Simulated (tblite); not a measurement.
C11H8S.
Z-matrix (Å and degrees, GFN2-xTB geometry), rows numbered from 1:
```
S 
C   1  1.6426
C   2  1.4085  1  128.85
C   3  1.4189  2  122.33  1  -179.70
C   4  1.3742  3  110.08  2   179.84
C   5  1.4083  4  109.06  3    -0.21
C   6  1.3847  5  124.66  4  -179.71
C   7  1.3855  6  128.67  5   179.21
C   8  1.3899  7  128.48  6     0.56
C   9  1.3858  8  129.47  7     0.60
C  10  1.3909  9  129.29  8    -0.84
C  11  1.3802 10  128.53  9    -0.34
H   2  1.0884  1  116.39  3  -179.91
H   4  1.0757  3  124.05  2    -0.09
H   5  1.0745  4  126.20  3  -179.97
H   7  1.0846  6  115.12  5    -0.43
H   8  1.0829  7  115.82  6  -179.46
H   9  1.0839  8  115.16  7  -179.64
H  10  1.0827  9  115.51  8   179.33
H  11  1.0833 10  116.08  9  -179.96
```

Computed values, GFN2-xTB/tblite, gas phase, harmonic and unscaled. The method is semi-empirical: single wavenumbers can be off by several per cent or more. One conformer, not necessarily the lowest.

Harmonic wavenumbers (cm⁻¹): 51.6, 123.5, 147.4, 151.5, 241.9, 288.0, 294.0, 380.3, 392.9, 395.8, 530.6, 532.3, 570.4, 625.3, 692.3, 710.7, 736.0, 762.2, 788.9, 817.0, 848.5, 851.8, 865.5, 925.4, 934.7, 938.4, 975.2, 1001.7, 1064.9, 1082.5, 1111.2, 1189.6, 1191.5, 1246.1, 1283.7, 1292.3, 1300.1, 1355.2, 1376.8, 1405.1, 1421.0, 1465.5, 1506.0, 1530.7, 1574.4, 1584.5, 2960.1, 3039.9, 3044.8, 3047.0, 3061.0, 3067.2, 3127.4, 3143.2.

A = 1453, B = 647.1, C = 447.7 MHz; mass 172.035 u (most abundant isotopes); point group Cs, symmetry number 1.

**Question.** What is the zero-point energy?

**Answer.** ½Σν̃ = 32523 cm⁻¹ = 92.99 kcal/mol.

**Question.** Entropy at 200 K, 1 bar (ideal gas, RRHO, classical rotation)?

**Answer.** Translation 39.38, rotation 29.82, vibration 15.68: S = 84.9 cal/(mol K).

**Question.** And Cp and H(200 K) − H(0)?

**Answer.** Cp = 28.22 cal/(mol K), of which vibrations give 20.27 (their classical limit is 54 R = 107.3); H(200 K) − H(0) = 3.42 kcal/mol without the zero-point energy, 1.83 from vibrations.

**Question.** Blend soft modes into free rotors: weight 1/[1 + (100 cm⁻¹/ν̃)⁴] for the oscillator and the rest for a rotor with moment μB/(μ + B), μ = h/(8π²ν), B = 10⁻⁴⁴ kg m². What vibrational entropy results?

**Answer.** 14.96 cal/(mol K) in place of 15.68, which changes −T·S at 200 K by +0.15 kcal/mol.

**Question.** Which modes carry the vibrational entropy at 200 K?

**Answer.** 51.6 cm⁻¹: 3.97; 123.5 cm⁻¹: 2.29; 147.4 cm⁻¹: 1.96; 151.5 cm⁻¹: 1.91; 241.9 cm⁻¹: 1.12; 288.0 cm⁻¹: 0.86 cal/(mol K); the other 48 give 3.58 together.

Hindered rotation and anharmonicity are outside this model. Other conformers, if any are populated, would add a mixing term that is left out.
